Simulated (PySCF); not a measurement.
Species: GaH8NOSi.
Atom-mapped SMILES: `[NH3+:1][GaH2-:2][O:3][SiH3:4]` (hydrogens: H5, H6, H7 on N1; H8, H9 on Ga2; H10, H11, H12 on Si4)

Computed with PBE0-D3(BJ)/def2-SVP geometry optimisation, gas phase (PySCF 2.14.0).

**Question.** What internal coordinates does the optimisation give?

**Answer.** 
```tsv
bond	length (Å)	order
N1–Ga2	2.119	single
Ga2–O3	1.833	single
O3–Si4	1.635	single
N1–H5, N1–H6, N1–H7	1.020	single
Ga2–H8, Ga2–H9	1.575	single
Si4–H10, Si4–H11, Si4–H12	1.501	single
```

Bonds in one row agree within 0.01 Å and their mean is given. Orders are formal, as drawn. A selection of angles:
```tsv
angle	degrees
Ga2–N1–H5	117.5
Ga2–N1–H6	108.0
H5–N1–H6	108.4
H5–N1–H7	108.5
N1–Ga2–O3	89.2
N1–Ga2–H8	102.5
N1–Ga2–H9	102.5
O3–Ga2–H8	114.6
O3–Ga2–H9	114.3
H8–Ga2–H9	124.6
Ga2–O3–Si4	142.8
O3–Si4–H10	109.7
O3–Si4–H11	112.6
O3–Si4–H12	112.5
H10–Si4–H11	107.4
```

Dihedral angles: N1–Ga2–O3–Si4 175° (antiperiplanar). The mirror-image conformer, all signs reversed, is as good.

Si4 (oxygen-bound silicon) is tetrahedral (angles from 107.0° to 112.6°). The 4 heavy atoms lie in one plane (0.019 Å rms). O3 (oxygen bonded to Ga and Si) is bent (angle 142.8°). Ga2 (gallium bonded to N, O and 2 H) has angles from 89.2° to 124.6°. N1 (nitrogen bonded to Ga and 3 H) is distorted tetrahedral (angles from 106.9° to 117.5°).

Point group: near Cs, missed by 0.20 Å at most; the miss may be what the optimiser left on a soft mode. Stationary, but not proved a minimum. One conformer, not necessarily the lowest.
